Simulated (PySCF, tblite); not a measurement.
Isomers of C3H12O3SSi2. Computed with GFN2-xTB (tblite): harmonic, unscaled wavenumbers at the GFN2-xTB geometry, gas phase. Against measured fundamentals such values can be off by several per cent, at times by over 20. Modes of hydrogen on silicon can be 10 to 20 % off. One conformer each.

Electronic energies: PBE0/pcSseg-1 single points on the GFN2-xTB geometries (PySCF, gas phase).

```
                          SMILES  electronic energy, lowest = 0 (kcal/mol)
       C[SiH2]O[SiH2]CS(C)(=O)=O                                     112.4
C[C@@H](OS(C)(=O)=O)[SiH2][SiH3]                                     181.0
       CO[Si@@H](C)O[Si@@H](O)SC                                       0.0
           CO[Si](OC)(OC)S[SiH3]                                      30.9
  COC([SiH3])([SiH3])O[S@@](C)=O                                     192.9
C[C@@H]([SiH2][SiH2]O)S(C)(=O)=O                                     138.8
        CO[Si@@H](C)O[Si@H](O)SC                                       0.4
           CO[Si](OC)(O[SiH3])SC                                      19.8
```

**Question.** How do GFN2-xTB zero-point energies change the relative energies?

**Answer.** 
```csv
SMILES,ZPE (kcal/mol),of it from modes above 1550 cm⁻¹,electronic (kcal/mol),"with ZPE, lowest = 0 (kcal/mol)",lowest mode (cm⁻¹),rings
CO[Si@@H](C)O[Si@@H](O)SC,95.7,50.6,0.0,0.0,19,0
CO[Si@@H](C)O[Si@H](O)SC,95.7,50.6,0.4,0.5,15,0
CO[Si](OC)(O[SiH3])SC,94.4,48.3,19.8,18.5,31,0
CO[Si](OC)(OC)S[SiH3],95.0,48.3,30.9,30.3,15,0
C[SiH2]O[SiH2]CS(C)(=O)=O,92.0,47.9,112.4,108.8,10,0
C[C@@H]([SiH2][SiH2]O)S(C)(=O)=O,92.6,47.7,138.8,135.7,43,0
C[C@@H](OS(C)(=O)=O)[SiH2][SiH3],91.0,45.9,181.0,176.3,16,0
COC([SiH3])([SiH3])O[S@@](C)=O,88.5,45.3,192.9,185.8,24,0
```

The zero-point energies span 7.2 kcal/mol, from `COC([SiH3])([SiH3])O[S@@](C)=O` to `CO[Si@@H](C)O[Si@H](O)SC`. The order is unchanged.

**Question.** And how do the electronic energies of GFN2-xTB itself compare?

**Answer.** `CO[Si@@H](C)O[Si@@H](O)SC` 0.0; `CO[Si@@H](C)O[Si@H](O)SC` 0.2; `CO[Si](OC)(O[SiH3])SC` 5.2; `CO[Si](OC)(OC)S[SiH3]` 25.5; `C[SiH2]O[SiH2]CS(C)(=O)=O` 80.6; `C[C@@H]([SiH2][SiH2]O)S(C)(=O)=O` 114.2; `C[C@@H](OS(C)(=O)=O)[SiH2][SiH3]` 137.5; `COC([SiH3])([SiH3])O[S@@](C)=O` 142.6 kcal/mol, lowest = 0. Against the energies above, taken from the same isomer `CO[Si@@H](C)O[Si@@H](O)SC`, the largest difference is 50.3 kcal/mol.
